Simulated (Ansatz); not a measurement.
`[CH2][Si](F)(F)Cl` radical, 7 atoms. Charge 0, multiplicity 2. All runs use 4 threads of an Arm Neoverse V1 on a shared host. Correlated methods freeze the cores. Open-shell runs search over several starts.

Question: How many basis functions does each run have, and how long does it take in Ansatz? UKS ωB97M-V/def2-SVP energy; UKS ωB97M-V/def2-QZVPP energy; direct RPA on PBE orbitals/def2-TZVPP energy; UKS PBE-D4/def2-TZVPP energy and forces; UKS B3LYP-D4/def2-TZVPP energy and forces; UKS CAM-B3LYP-D4/def2-TZVPP energy; UKS PBE0-D4/def2-TZVPP energy; UHF-CCSD(T)/def2-TZVPP energy; UKS PBE0-D4/def2-SVP energy; UKS PBE0-D4/def2-TZVP frequencies; UKS PBE0-D4/def2-QZVPP energy; UHF-CCSD(T)/def2-SVP energy. (Estimate.)

Answer: Computed: Other jobs shared the machine, so times are rough.

```tsv
level	job	functions	wall time	peak host memory (GiB)
UKS PBE0-D4/def2-SVP	energy	88	1.5 s	0.23
UKS PBE-D4/def2-TZVPP	energy and forces	205	2.8 s	0.3
UKS PBE0-D4/def2-TZVPP	energy	205	3.7 s	0.67
UKS CAM-B3LYP-D4/def2-TZVPP	energy	205	4 s	0.76
UKS B3LYP-D4/def2-TZVPP	energy and forces	205	4.4 s	0.67
UKS ωB97M-V/def2-SVP	energy	88	6 s	0.41
direct RPA on PBE orbitals/def2-TZVPP	energy	205	7.5 s	0.58
UHF-CCSD(T)/def2-SVP	energy	88	7.5 s	0.58
UKS PBE0-D4/def2-QZVPP	energy	371	12 s	1.5
UKS ωB97M-V/def2-QZVPP	energy	371	27 s	1.9
UKS PBE0-D4/def2-TZVP	frequencies	179	98 s	0.53
UHF-CCSD(T)/def2-TZVPP	energy	205	4.7 min	7.3
```

B3LYP here is the variant with VWN-RPA as its local correlation; programs differ in this.
